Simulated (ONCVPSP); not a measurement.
## oxygen: one change to an ONCV potential, before and after

- Element: oxygen (O)
- Generator: ONCVPSP 4.0.1
- Type: optimised norm-conserving Vanderbilt (ONCV)
- Functional: PBE
- Relativity: non-relativistic
- Frozen core: [He]
- Valence charge: 6
- Reference configuration: 2s2 2p4
- Partial waves: 2s: rc 0.70 bohr, ncon 4, nbas 7, qcut 9.3 1/bohr, 2 projectors, debl 3.9 Ha; 2p: rc 2.15 bohr, ncon 4, nbas 7, qcut 5.4 1/bohr, 2 projectors, debl 0.7 Ha
- Local potential: polynomial inside 0.70 bohr (lpopt 5, dvloc0 0 Ha)
- Core correction: Teter function fitted to the true core (icmod 2), fcfact 0.15

Change: s: qcut 13.6; p: qcut 7.9.

Cutoffs: the cutoffs (Ha) at which the residual kinetic energy of the hardest occupied pseudo-wave falls to 1 and 0.1 mHa per electron; they do not see the model core or the augmentation charge, which bear on the density cutoff. Errors are all-electron minus pseudo energies relative to the spin-unpolarised reference configuration.

Predict the effect on cutoff, ghosts and configuration errors.

The potential gets neither clearly harder nor softer (41 Ha and 80 Ha → 42 Ha and 72 Ha); a bound ghost appears in s, which as a rule spoils a file; of the 4 tests that both files solve, the error grows in 0 and shrinks in 4 by more than 15 % and 0.3 meV (median size 776.2 → 442.7 meV); the range in which the p phases agree widens (upper end 3.2 → 4.3).

| quantity | base | changed |
| --- | --- | --- |
| cutoff, loose | 41 Ha | 42 Ha |
| cutoff, tight | 80 Ha | 72 Ha |
| loose cutoff by channel | s 41 Ha, p 13 Ha | s 42 Ha, p 18 Ha |
| bound ghosts | none | s |
| GHOST(+) flags under 300 eV | none | none |
| error for 2s2 2p3, meV [ΔE 16.44 eV] | +200 | +109 |
| error for 2s2 2p2, meV [ΔE 50.03 eV] | +1352 | +773 |
| error for 2s2 2p1, meV [ΔE 103.90 eV] | +4517 | +2697 |
| error for 2s1 2p4, meV [ΔE 31.61 eV] | -193 | -113 |
| s: phases at 0.71 bohr within 0.05 rad from the reference energy up to (Ha; the scan ends near 5) | to the end of the scan | to the end of the scan |
| p: phases at 2.18 bohr within 0.05 rad from the reference energy up to (Ha; the scan ends near 5) | 3.2 | 4.3 |
| rms error of d²Exc/dni dnj with the model core, mHa | 0.53 | 1.18 |

Base: These tests converged, but a pseudo level misses the all-electron one widely, so the file describes the atom poorly there or has found another state: 2s2 2p1: 2p by 4.6 eV. A true bound ghost makes a file unfit for plane-wave use even where its test errors are small: the radial tests pick states by their node count and pass the ghost by.
